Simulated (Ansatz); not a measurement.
`N=C([SiH3])I` + `NC[SeH]` → `NC[Se][SiH3]` + `N=CI`  (ligand exchange at the Si–C bond)

Isolated molecules relaxed with PBE0-D4/def2-TZVP in Ansatz; ΔE leaves out vibrations. CCSD(T)/CBS is the MP2 limit (def2-TZVPP, def2-QZVPP) plus CCSD(T) − MP2 in def2-TZVPP, frozen cores. DFT in def2-TZVPP. B3LYP here is the variant with VWN-RPA as its local correlation; programs differ in this. HSE06 is defined as in plane-wave codes. def2 core potentials past Kr. For I, Se outer-core shells are correlated without core-valence functions, which leaves a few kJ/mol of doubt a bond. Scalar relativity is left out up to krypton. One conformer a species, not always the lowest.

```tsv
level	ΔE (kJ/mol)	difference from CCSD(T)/CBS
LDA (SPW92)	-65.7	0.8
PBE-D4	-66.1	0.4
revPBE-D4	-67.0	-0.5
BLYP-D4	-60.6	5.9
r2SCAN-D4	-67.2	-0.7
B97M-V	-67.0	-0.5
B3LYP-D4	-64.6	1.9
r2SCANh-D4	-68.9	-2.4
r2SCAN0-D4	-71.3	-4.8
HSE06-D4	-70.4	-3.9
BHLYP-D4	-68.7	-2.2
ωB97M-V	-69.2	-2.7
B2PLYP	-65.0	1.5
PBE-QIDH	-72.1	-5.6
PBE	-64.9	1.6
BLYP	-58.2	8.3
r2SCAN	-66.9	-0.4
PBE0	-69.7	-3.2
B3LYP	-62.8	3.7
r2SCANh	-68.5	-2.0
r2SCAN0	-70.9	-4.4
BHLYP	-67.7	-1.2
CAM-B3LYP	-64.4	2.1
LC-ωPBE	-71.9	-5.4
RPA@PBE/def2-TZVPP	-61.6	4.9
HF/def2-SVP	-73.3	-6.8
MP2/def2-SVP	-72.4	-5.9
CCSD/def2-SVP	-69.7	-3.2
CCSD(T)/def2-SVP	-68.3	-1.8
HF/def2-TZVPP	-70.2	-3.7
MP2/def2-TZVPP	-69.3	-2.8
SCS-MP2/def2-TZVPP	-67.3	-0.8
CCSD/def2-TZVPP	-67.3	-0.8
CCSD(T)/def2-TZVPP	-66.0	0.5
HF/def2-QZVPP	-68.8	-2.3
MP2/def2-QZVPP	-69.1	-2.6
SCS-MP2/def2-QZVPP	-66.9	-0.4
HF/CBS(def2)	-68.7	-2.2
MP2/CBS(def2)	-69.8	-3.3
CCSD/CBS(def2)	-67.8	-1.3
CCSD(T)/CBS	-66.5	0
```

Question: What do rigid-rotor, harmonic-oscillator terms from PBE0-D4/def2-TZVP frequencies (298.15 K, 1 bar) make of the CCSD(T)/CBS value? (Estimate.)

Answer: Computed: ΔZPE = +9.6 kJ/mol, ΔH = -58.2 kJ/mol, ΔS = -12 J/(mol·K), ΔG = -54.6 kJ/mol.

Largest T1 diagnostic among the species: 0.012.

From PBE to PBE0 (25 % exact exchange), in def2-TZVPP and without D4, ΔE moves by −4.8 kJ/mol. Leaving LDA and LC-ωPBE aside and taking each functional with its dispersion term where it has one, the values spread over 11.5 kJ/mol, from PBE-QIDH to BLYP-D4.

CCSD(T)/CBS has its own doubt, a few kJ/mol and more with outer-core shells, so smaller differences from it don't rank the levels.
